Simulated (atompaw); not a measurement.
## nickel (Ni) PAW (atompaw): all-electron and pseudo phase curves

| Property | Result |
| --- | --- |
| Element | Ni |
| Generator | atompaw 4.2.0.5 |
| Type | PAW |
| Functional | LDA (PW92) |
| Relativity | scalar-relativistic |
| Frozen core | [Ar] |
| Valence charge | 10 |
| Reference configuration | 3d9 4s1 4p0 |
| Partial waves | 4s (bound): rc 2.60 bohr; 4s channel at -0.05 Ry: rc 2.60 bohr; 4p (bound, empty): rc 2.60 bohr; 4p channel at 5.05 Ry: rc 2.60 bohr; 3d (bound): rc 1.65 bohr; 3d channel at 1.65 Ry: rc 1.65 bohr |
| Local potential | bessel scheme, radius 2.00 bohr |
| Core correction | smooth core density matched at 1.85 bohr |
| Augmentation charge | sinc compensation charge, radius 2.15 bohr; PAW radius 2.60 bohr; waves and projectors: custom polynom2 7 10 vanderbiltortho |

The phase is arctan(r·u′/u) with u = r·R(r), unwrapped; energies in Ry, scanned from -2 to 5 Ry. A pole is an energy at which the radial function vanishes at the test radius. The pseudo phase is shifted by a multiple of π to meet the all-electron one at the reference energy, and phase errors are pseudo minus all-electron; the curves can meet again beyond the range given. Levels narrower than the energy grid can be missing from the lists of poles.

Question: For each channel, where are the poles, and over which energies does the pseudopotential scatter like the atom?

Answer:

```csv
channel,radius (bohr),reference energy (Ry),"poles, all-electron","poles, pseudo",unbroken range about the reference energy with phases within 0.05 rad,phase error 1 Ry above the reference energy (rad)
s,2.62,-0.35,1.28,1.27,below 3.2,-0.000
p,2.62,-0.06,2.28,2.29,the whole range,+0.000
d,2.62,-0.36,"-0.25, 4.11","-0.25, 4.32",the whole range,+0.002
```

Phases in the d channel:

```
E (Ry)  all-electron  pseudo
 -2.00         1.317   1.318
 -1.76         1.301   1.303
 -1.52         1.282   1.283
 -1.28         1.256   1.257
 -1.04         1.217   1.218
 -0.80         1.145   1.147
 -0.56         0.902   0.905
 -0.32        -1.355  -1.355
 -0.08        -1.758  -1.757
  0.16        -1.866  -1.864
  0.40        -1.946  -1.944
  0.64        -2.034  -2.032
  0.88        -2.151  -2.149
  1.12        -2.331  -2.329
  1.36        -2.633  -2.632
  1.60        -3.122  -3.122
  1.84        -3.670  -3.669
  2.08        -4.050  -4.047
  2.32        -4.270  -4.266
  2.56        -4.404  -4.398
  2.80        -4.493  -4.485
  3.04        -4.556  -4.547
  3.28        -4.603  -4.593
  3.52        -4.641  -4.629
  3.76        -4.673  -4.659
  4.00        -4.701  -4.684
  4.24        -4.726  -4.706
  4.48        -4.749  -4.726
  4.72        -4.772  -4.744
  4.96        -4.795  -4.761
```
